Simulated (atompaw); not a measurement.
Which change was made? (K, PAW (atompaw))

| Item | Value |
| --- | --- |
| Element | K |
| Generator | atompaw 4.2.0.5 |
| Type | PAW |
| Functional | PBE |
| Relativity | scalar-relativistic |
| Frozen core | [Ne] 3s2 |
| Valence charge | 7 |
| Reference configuration | 3p6 4s1 4p0 |
| Partial waves | 4s (bound): rc 3.00 bohr; 4s channel at 3.35 Ry: rc 3.00 bohr; 3p (bound): rc 1.75 bohr; 4p (bound, empty): rc 2.60 bohr; 3d channel at -0.15 Ry: rc 2.85 bohr |
| Local potential | bessel scheme, radius 2.20 bohr |
| Core correction | smooth core density matched at 1.55 bohr |
| Augmentation charge | sinc compensation charge, radius 2.80 bohr; PAW radius 3.00 bohr; waves and projectors: custom rrkj gramschmidtortho |

Cutoffs, loose and tight: the cutoffs (Ry, on a coarse ladder) from which the occupation-weighted sum of valence levels, in a spherical-Bessel basis at the reference potential, stays within 10 and 1 mRy of its value at 400 Ry. They see the waves, projectors and local potential, not the compensation charge or the core.

The base gives: outcome: generated; cutoff, loose: 25 Ry; cutoff, tight: 40 Ry; bound ghosts: s.

(1) After one change the result is: outcome: failed: atompaw: The overlap operator has at least one negative eigenvalue!. Which change was it?
A. local potential bessel scheme, radius 1.52 bohr
B. reference 3p6 3d0.5 4s0.5 4p0; added wave 3d (bound): rc 3.00 bohr; added wave 3d channel at 1.45 Ry: rc 3.00 bohr; removed wave 3d channel at -0.15 Ry: rc 2.85 bohr
C. all radii scaled by about 0.92 (s 2.76, p 1.60, d 2.62 bohr); local potential bessel scheme, radius 2.02 bohr; augmentation sinc compensation charge, radius 2.58 bohr; PAW radius 2.76 bohr; waves and projectors: custom rrkj gramschmidtortho; core correction smooth core density matched at 1.42 bohr

Results:

(1) A. The others give: all radii scaled by about 0.92 (s 2.76, p 1.60, d 2.62 bohr); local potential bessel scheme, radius 2.02 bohr; augmentation sinc compensation charge, radius 2.58 bohr; PAW radius 2.76 bohr; waves and projectors: custom rrkj gramschmidtortho; core correction smooth core density matched at 1.42 bohr → outcome: generated; cutoff, loose: 30 Ry; cutoff, tight: 45 Ry; bound ghosts: s | reference 3p6 3d0.5 4s0.5 4p0; added wave 3d (bound): rc 3.00 bohr; added wave 3d channel at 1.45 Ry: rc 3.00 bohr; removed wave 3d channel at -0.15 Ry: rc 2.85 bohr → outcome: generated; cutoff, loose: 25 Ry; cutoff, tight: 40 Ry; bound ghosts: none.
